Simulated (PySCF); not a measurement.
CH7InN2O. Atoms are numbered in the order given.

```xyz
12

In    -0.0293     0.0018     0.3329
O      0.7757    -0.5043    -1.4471
C      0.4184     0.1045    -2.6543
H      0.4430     1.2160    -2.6238
H      1.1293    -0.2026    -3.4455
H     -0.5955    -0.1822    -3.0054
N     -1.4446     1.4860     0.3309
H     -1.2923     2.1964    -0.3851
H     -1.5676     1.9648     1.2228
N      0.4215    -1.3286     1.8167
H      0.4780    -0.9346     2.7552
H      1.2850    -1.8413     1.6383
```

The structure is a stationary point at B3LYP-D3(BJ)/def2-SVP. The structure was generated by enumeration; whether it is a known compound was not checked. The def2 effective core potentials stand for the cores of In; spin–orbit coupling is left out. One conformer was computed; it need not be the lowest.

All values below come from TDDFT-PBE/def2-SVPD (PySCF).

Vertical excitations. Gas-phase values at a fixed geometry.

Computed UV-visible absorptions:
```json
[
 {"state": "S1", "energy (eV)": "3.53", "λ (nm)": "351", "f": "0.003", "main pairs": "HOMO→LUMO 98 %"},
 {"state": "S2", "energy (eV)": "4.03", "λ (nm)": "308", "f": "0.041", "main pairs": "HOMO−1→LUMO 94 %"},
 {"state": "S3", "energy (eV)": "4.10", "λ (nm)": "303", "f": "0.033", "main pairs": "HOMO−2→LUMO 92 %"},
 {"state": "S4", "energy (eV)": "4.67", "λ (nm)": "266", "f": "0.051", "main pairs": "HOMO−3→LUMO 95 %"},
 {"state": "S5", "energy (eV)": "5.05", "λ (nm)": "245", "f": "0.044", "main pairs": "HOMO→LUMO+1 84 %"},
 {"state": "S6", "energy (eV)": "5.28", "λ (nm)": "235", "f": "0.024", "main pairs": "HOMO−2→LUMO+1 48 %, HOMO−1→LUMO+1 39 %, HOMO→LUMO+1 7 %"},
 {"state": "S7", "energy (eV)": "5.41", "λ (nm)": "229", "f": "0.030", "main pairs": "HOMO−1→LUMO+1 49 %, HOMO−2→LUMO+1 42 %"},
 {"state": "S8", "energy (eV)": "5.67", "λ (nm)": "219", "f": "0.002", "main pairs": "HOMO→LUMO+3 57 %, HOMO→LUMO+2 43 %"},
 {"state": "S9", "energy (eV)": "5.72", "λ (nm)": "217", "f": "0.011", "main pairs": "HOMO→LUMO+2 57 %, HOMO→LUMO+3 42 %"},
 {"state": "S10", "energy (eV)": "5.89", "λ (nm)": "210", "f": "0.003", "main pairs": "HOMO−1→LUMO+2 96 %"},
 {"state": "T1", "energy (eV)": "3.31", "λ (nm)": "375", "f": "0", "main pairs": "HOMO→LUMO 98 %"},
 {"state": "T2", "energy (eV)": "3.39", "λ (nm)": "366", "f": "0", "main pairs": "HOMO−1→LUMO 99 %"},
 {"state": "T3", "energy (eV)": "3.67", "λ (nm)": "337", "f": "0", "main pairs": "HOMO−2→LUMO 97 %"},
 {"state": "T4", "energy (eV)": "4.12", "λ (nm)": "301", "f": "0", "main pairs": "HOMO−3→LUMO 97 %"}
]
```
Triplets are in the Tamm–Dancoff approximation, which puts them higher than full response would, so one can lie above its singlet here.
